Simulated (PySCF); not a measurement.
Molecule: `FC(F)(F)[C@]12C[C@H]1C2`, C₅H₅F₃.

Structure with atom numbers: `[F:1][C:2]([F:3])([F:4])[C@:5]12[CH2:6][C@H:7]1[CH2:8]2` (H(Xn): hydrogen on atom n). Ha(C8) is cis to C6 on the ring; Ha(C6) is cis to C8 on the ring; Hb(C8) is trans to C6 on the ring; Hb(C6) is trans to C8 on the ring.

Geometry GFN2-xTB throughout; GIAO in PySCF 2.14, gas phase, one conformer, non-relativistic; equivalent atoms averaged; basis pcSseg-1.

A run gave: F1/F3/F4 289.1, C2 74.4, C6/C8 163.9, C5 190.7, C7 190.8, H(C7) 29.83, Hb(C6)/Hb(C8) 30.27, Ha(C6)/Ha(C8) 31.31 ppm (absolute shieldings σ).

Question: Which functional was used in that run?
A. PBE0
B. HF
C. WP04
D. B3LYP

Answer: B. C2 tells them apart best: HF gives 74.4, PBE0 gives 49.8, WP04 gives 32.0, B3LYP gives 42.0 ppm.
